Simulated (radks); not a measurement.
The numbers below are computed, except where a source is named.
Valence configurations of the promethium ion Pm2+ (all share [Xe]). Level of theory: scalar-relativistic Kohn-Sham, PBE, spin-unpolarised, spherical densities, finite nucleus; Fermi nuclear charge, rms radius 4.962 fm (a radial shooting solver on a logarithmic mesh with Libxc functionals). Energies are relative to 4f5; eigenvalues in eV.

valence	E (eV)	e(4f)	e(5d)	e(6p)	e(6s)
4f5	0.000	-15.191	-	-	-
4f4 5d1	3.586	-20.787	-15.101	-	-
4f4 6p1	8.769	-24.502	-	-11.996	-
4f4.5 6p0.5	3.478	-19.634	-	-10.990	-
4f4 6s1	4.574	-23.393	-	-	-15.566
4f3 5d1 6p1	18.091	-31.236	-19.344	-12.408	-
4f2 5d1 6s1 6p1	36.817	-41.770	-22.951	-13.666	-18.619
4f3 6p2	25.661	-35.218	-	-13.801	-
4f2 5d2 6p1	32.895	-38.678	-20.961	-12.771	-
4f3 6s1 6p1	20.937	-34.160	-	-13.301	-18.014

NIST lists [Xe] 4f5 as the ground configuration; this level of theory agrees among the configurations tried. The energies are those of spherical spin-averaged densities, not of single terms.
